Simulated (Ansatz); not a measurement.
Geometry optimisation, RKS B3LYP-D4/def2-SVP in Ansatz 0.2.0.

input.yaml

```yaml
crystal:
  periodic: [false, false, false]
  atoms:
    - { symbol: B, position_ang: [1.733, -0.1504, -0.5544] }
    - { symbol: C, position_ang: [0.3647, -0.353, 0.2561] }
    - { symbol: C, position_ang: [-0.8966, -0.0734, -0.2106] }
    - { symbol: Cl, position_ang: [-1.0993, 0.6172, -1.7974] }
    - { symbol: Te, position_ang: [-2.5327, -0.4733, 1.0319] }
    - { symbol: H, position_ang: [1.6555, 0.3614, -1.6588] }
    - { symbol: H, position_ang: [2.7561, -0.3752, -0.0832] }
    - { symbol: H, position_ang: [0.5205, -0.7506, 1.2454] }
    - { symbol: H, position_ang: [-2.4127, 1.1509, 1.7538] }
basis:
  gaussian: { orbitals: def2-SVP }
hamiltonian:
  xc: b3lyp
  dispersion: d4
relax:
  f_tol: 0.015
  max_steps: 40
```

Launched with:

```bash
$ ansatz run input.yaml --threads 2 --pin off --max-ram 3072MiB --backend cpu --events-out ev --progress --plain --runs-dir out
```

Question: Where does it end, and by what steps?

Answer: It converged. After 19 steps the energy has fallen by 0.507 eV; H9 moved furthest, 1.43 Å.

```tsv
step	energy less start (eV)	largest force component (eV/Å)	accepted
0	0.0000	2.603	yes
1	-0.1182	2.167	yes
2	-0.3066	0.521	yes
3	-0.3270	0.389	yes
4	-0.3496	0.122	yes
5	-0.3694	0.195	yes
6	-0.3925	0.707	yes
7	-0.4175	0.668	yes
8	-0.4584	0.250	yes
9	-0.4831	0.353	yes
10	-0.4808	0.446	no
11	-0.4950	0.170	yes
12	-0.5019	0.059	yes
13	-0.5052	0.025	yes
14	-0.5036	0.205	no
15	-0.5061	0.048	yes
16	-0.5050	0.134	no
17	-0.5064	0.022	yes
18	-0.5065	0.020	yes
19	-0.5065	0.009	yes
```

```xyz
9
Properties=species:S:1:pos:R:3
B 1.748 -0.228 -0.668
C 0.564 -0.359 0.297
C -0.681 0.156 0.126
Cl -1.154 1.083 -1.264
Te -2.199 -0.146 1.595
H 1.647 0.376 -1.704
H 2.802 -0.742 -0.380
H 0.696 -0.918 1.233
H -3.336 0.732 0.748
```

Whether the end is a true minimum wasn't checked by a vibrational analysis.

Time of the run: 82 s on 2 threads of Arm Neoverse V1, with other jobs on the host, peak memory 0.26 GiB.
